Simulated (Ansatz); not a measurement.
CoCl2(H2O)2 (CoCl₂O₂H₄), 9 atoms. Hardware: 4 threads of AMD EPYC 9R45 on a shared host.

The 6-31G sets use Cartesian d functions. Correlated methods freeze 17 core orbitals; core or outer-core shells of Co are correlated, in sets that lack core-valence functions.

Q: How many basis functions does each of these Ansatz runs have, and roughly what does it cost? MP2/def2-TZVP, charge 0 doublet, energy, from earlier orbitals; B3LYP-D4/def2-SVP, charge 0 quartet, relaxation, 19 steps; PBE with 40 % exact exchange/def2-SVP, charge 0 quartet, energy, from earlier orbitals; def2-SVP, charge 0 quartet, CASSCF(7,5) and NEVPT2 averaged over 10 quartets and 12 doublets; r2SCAN-D4/def2-TZVP, charge 1 singlet at the geometry of the charge 0 doublet, energy, from earlier orbitals; PBE with 40 % exact exchange/def2-SVP, charge 0 doublet, energy, from earlier orbitals; r2SCANh-D4/def2-TZVP, charge 0 doublet, energy, from earlier orbitals; PBE0-D4/def2-TZVPD, charge -1 singlet at the geometry of the charge 0 doublet, energy; revPBE-D4/def2-TZVP, charge 0 doublet, energy, from earlier orbitals; revPBE-D4/def2-TZVP, charge 0 quartet, energy, from earlier orbitals; HF/6-31G, charge 0 doublet, energy, from earlier orbitals; MP2/def2-TZVP, charge 0 quartet, energy, from earlier orbitals.

A: Other jobs shared the machine, so times can vary by a factor of up to 3. A dash marks memory too small to be measured apart from the calling script's.

```tsv
run	functions	fitting or Cholesky vectors	wall time	peak host memory (GiB)
HF/6-31G, charge 0 doublet, energy, from earlier orbitals	81	840	1.4 s	–
r2SCAN-D4/def2-TZVP, charge 1 singlet at the geometry of the charge 0 doublet, energy, from earlier orbitals	205	1444	1.9 s	–
PBE with 40 % exact exchange/def2-SVP, charge 0 quartet, energy, from earlier orbitals	115	1125	1.9 s	–
revPBE-D4/def2-TZVP, charge 0 quartet, energy, from earlier orbitals	205	1444	2 s	–
MP2/def2-TZVP, charge 0 quartet, energy, from earlier orbitals	205	1467	2.5 s	0.64
PBE0-D4/def2-TZVPD, charge -1 singlet at the geometry of the charge 0 doublet, energy	256	1753	3.2 s	1
revPBE-D4/def2-TZVP, charge 0 doublet, energy, from earlier orbitals	205	1444	3.3 s	0.63
PBE with 40 % exact exchange/def2-SVP, charge 0 doublet, energy, from earlier orbitals	115	1127	4.2 s	–
def2-SVP, charge 0 quartet, CASSCF(7,5) and NEVPT2 averaged over 10 quartets and 12 doublets	115	2156	7 s	0.74
r2SCANh-D4/def2-TZVP, charge 0 doublet, energy, from earlier orbitals	205	1466	10 s	1.4
MP2/def2-TZVP, charge 0 doublet, energy, from earlier orbitals	205	1467	16 s	0.94
B3LYP-D4/def2-SVP, charge 0 quartet, relaxation, 19 steps	115	1217	24 s	–
```
